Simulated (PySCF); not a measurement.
Stepwise substitution at one centre (Al Br-I). Gas-phase values, no solvent. Strings in code marks are SMILES.

All values below come from PySCF with PBE-D3(BJ)/def2-TZVP // PBE0-D3(BJ)/def2-TZVP. Excitations are Tamm–Dancoff values on a coarser integration grid. The basis has no diffuse functions, so Rydberg states are missing or too high.

```tsv
species	T1 excitation (TDA) (eV)	HOMO–LUMO gap (eV)	S1–T1 gap (TDA) (eV)	LUMO (eV)	S1 oscillator strength
0 of 3 Br replaced by I (`[Br][Al]([Br])[Br]`)	4.87	4.98	0.24	-2.38	0.000
1 of 3 Br replaced by I (`[I][Al]([Br])[Br]`)	4.34	4.47	0.27	-2.48	0.005
2 of 3 Br replaced by I (`[Br][Al]([I])[I]`)	4.06	4.18	0.26	-2.57	0.003
3 of 3 Br replaced by I (`[I][Al]([I])[I]`)	3.84	3.95	0.24	-2.66	0.000
```
